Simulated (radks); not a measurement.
Spherical jellium clusters: N electrons in a uniform positive sphere of charge N and radius rs N^(1/3), rs = 3.07 bohr. Level of theory: non-relativistic Kohn-Sham, exchange-only LDA, spin-polarised, spherical densities (a radial shooting solver with Libxc functionals). Levels are named by radial order and angular momentum (1s, 1p, 1d, 2s, ...), and open shells are averaged over m. Each electron was tried in the lowest free levels, single moves between levels near the top were tried too, and the lowest total energy was kept; such a search can miss a lower state. Energies include the self-energy of the background; IP and EA are vertical (highest electron removed, lowest free level filled), at fixed background; spill-out counts the electrons outside the background radius R, and alpha is the static dipole polarisability from linear response (closed shells only). A dash means not computed or, for alpha, an open shell; in EA it means that no bound solution was reached, which is typical of self-interaction and does not show that the anion is unstable. Real open-shell clusters deform, which this model forbids.

N,open shells,2S,E(N+1) + E(N-1) - 2E(N) (eV),IP (eV),EA (eV),-e(HOMO) (eV),spill-out (e),alpha/R^3
1,"1s(up 1, down 0)",1,-,-,-,3.088,0.49,-
2,none,0,1.129,5.215,-,3.103,0.72,2.090
3,"1p(up 1, down 0)",1,-0.850,3.638,-,1.775,1.10,-
4,"1p(up 2, down 0)",2,-0.691,4.489,-,2.502,1.33,-
5,"1p(up 3, down 0)",3,0.978,4.988,-,2.994,1.49,-
6,"1p(up 3, down 1)",2,-0.732,3.821,-,2.162,1.67,-
7,"1p(up 3, down 2)",1,-0.512,4.464,-,2.720,1.81,-
8,none,0,1.740,4.868,-,3.114,1.93,1.716
9,"1d(up 1, down 0)",1,-0.404,3.026,-,1.494,2.17,-
10,"1d(up 2, down 0)",2,-0.359,3.455,-,1.906,2.35,-
11,"1d(up 3, down 0)",3,-0.317,3.788,-,2.235,2.51,-
12,"1d(up 4, down 0)",4,-0.278,4.055,-,2.508,2.64,-
13,"1d(up 5, down 0)",5,0.429,4.276,-,2.738,2.76,-
14,"1d(up 5, down 0) 2s(up 1, down 0)",6,0.381,3.788,-,2.410,3.03,-
15,"1d(up 5, down 1) 2s(up 1, down 0)",5,-0.347,3.472,-,2.081,3.14,-
16,"1d(up 5, down 2) 2s(up 1, down 0)",4,-0.353,3.770,-,2.369,3.24,-
17,"1d(up 5, down 4)",1,-0.312,4.094,-,2.678,3.22,-
18,none,0,0.107,4.278,-,2.869,3.31,1.544
19,"2s(up 1, down 0)",1,0.345,4.131,-,2.786,3.50,-
20,none,0,0.877,3.794,-,2.533,3.74,1.600
21,"1f(up 1, down 0)",1,-0.215,2.961,-,1.667,3.87,-
22,"1f(up 2, down 0)",2,-0.198,3.163,-,1.872,3.99,-
23,"1f(up 3, down 0)",3,-0.182,3.340,-,2.054,4.10,-
24,"1f(up 4, down 0)",4,-0.168,3.498,-,2.217,4.20,-
25,"1f(up 5, down 0)",5,-0.156,3.640,-,2.365,4.29,-
26,"1f(up 6, down 0)",6,-0.145,3.768,1.269,2.500,4.37,-
27,"1f(up 7, down 0)",7,0.704,3.884,-,2.623,4.45,-
28,"1f(up 7, down 0) 2p(up 1, down 0)",8,-0.101,3.152,-,2.003,4.72,-
29,"1f(up 7, down 0) 2p(up 2, down 0)",9,-0.090,3.325,-,2.176,4.96,-
30,"1f(up 7, down 0) 2p(up 3, down 0)",10,0.041,3.470,-,2.323,5.20,-
31,"1f(up 7, down 1) 2p(up 3, down 0)",9,-0.751,3.473,1.163,2.301,5.26,-
32,"1f(up 7, down 5)",2,0.190,3.661,1.305,2.468,4.88,-
33,"1f(up 7, down 6)",1,-0.122,3.774,1.426,2.586,4.95,-
34,none,0,0.373,3.876,1.112,2.694,5.03,1.424
35,"2p(up 1, down 0)",1,-0.097,3.485,1.258,2.356,5.22,-
36,"2p(up 2, down 0)",2,-0.081,3.607,1.383,2.479,5.40,-
37,"2p(up 3, down 0)",3,-,3.709,-,2.584,5.58,-

All shells are closed at N = 2, 8, 18, 20, 34 (there: 1s2 1p6 1d10 2s2 1f14); the second difference of the energy has clear peaks (12 % above both neighbours; the first and last values, which can be the largest, are not judged, and half-filled shells can peak too) at N = 5, 8, 13, 20, 27, 30, 32, 34.
